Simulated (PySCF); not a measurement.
CH9NSi4, SMILES [SiH3][Si@H]1[SiH2]C=N[SiH2]1.

The structure is a stationary point at PBE-D3(BJ)/def2-SVP. The structure was generated by enumeration; whether it is a known compound was not checked.

Method: PBE/def2-TZVP (PySCF).

Isolated molecule, no solvent.

Q: Estimate the frontier levels, gap, dipole moment. (Estimate from the structure and the level; the computed values follow.)

A: 
```json
{
  "highest_occupied_level": "-5.50 eV",
  "lowest_empty_level": "-2.51 eV",
  "orbital_gap": "2.99 eV",
  "dipole_moment": "1.01 D",
  "quadrupole, principal values (traceless, Buckingham form, about the centre of nuclear charge)": "-6.78, 0.94, 5.84 D·Å"
}
```
